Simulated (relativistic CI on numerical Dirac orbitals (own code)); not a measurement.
# One change at a time: Lu49+

Base calculation: Dirac-Coulomb-Breit CI, orbitals from a KLI potential per configuration, QED by a radiative potential, unscaled Slater integrals.

Configurations in the expansion (outside the closed core [Ne]): 3s2.3p6.3d4, 3s2.3p5.3d5, 3s.3p6.3d5, 3s2.3p6.3d3.4s, 3s2.3p6.3d3.4p, 3s2.3p6.3d3.4d, 3s2.3p5.3d4.4s, 3s2.3p6.3d3.4f, 3s.3p6.3d4.4s, 3p6.3d5.4p, 3p6.3d6, 3p5.3d7, 3p5.3d6.4s, 3p6.3d5.4s, 3p5.3d5.4s2, 3s2.3p6.3d2.4s2, 3s2.3p6.3d.4s2.4p, 3s2.3p6.3d.4s2.4d. Double excitations out of closed p, d and f shells are left out; levels of such configurations are missing from the list, as are those of other unlisted configurations, and high levels can miss mixing partners.

Variants: (1) configuration mixing switched off; (2) only the first 3 configurations. Shifts of the energy above 3s2.3p6.3d4 3P_0, in cm⁻¹, for the lowest level and the first level of each name with at least 55 % of one term (blank where a level changes its place among those of its configuration and J or its character, or is not in the variant):

```json
{"Level": "3s2.3p6.3d4 3P_0", "Base": "0", "Δ(1)": "0", "Δ(2)": "0"}
{"Level": "3s2.3p6.3d4 5D_1", "Base": "410153", "Δ(1)": "-1449", "Δ(2)": "-543"}
{"Level": "3s2.3p6.3d4 5D_0", "Base": "891044", "Δ(1)": "+188", "Δ(2)": "-729"}
{"Level": "3s2.3p6.3d4 3H_5", "Base": "956928", "Δ(1)": "-2666", "Δ(2)": "-1083"}
{"Level": "3s2.3p6.3d4 3G_4", "Base": "1025420", "Δ(1)": "+465", "Δ(2)": "-950"}
{"Level": "3s2.3p6.3d4 3G_5", "Base": "1452310", "Δ(1)": "-1522", "Δ(2)": "-1048"}
{"Level": "3s2.3p6.3d4 1S_0", "Base": "1609171", "Δ(1)": "+8797", "Δ(2)": "-374"}
{"Level": "3s2.3p6.3d4 1G_4", "Base": "1663873", "Δ(1)": "-576", "Δ(2)": "+201"}
```

At this charge energies of transitions that change n are usually good to better than 1 %, and those within a shell (Δn = 0) to a few per cent.

Ionisation energy from the two ground configurations alone: base 4403.35 eV. The NIST ASD value (theoretical) is 4403 eV.

LS names give the leading component of a level, which can be under half, so a name can repeat, a term be missing and a line seem to break the LS rules.
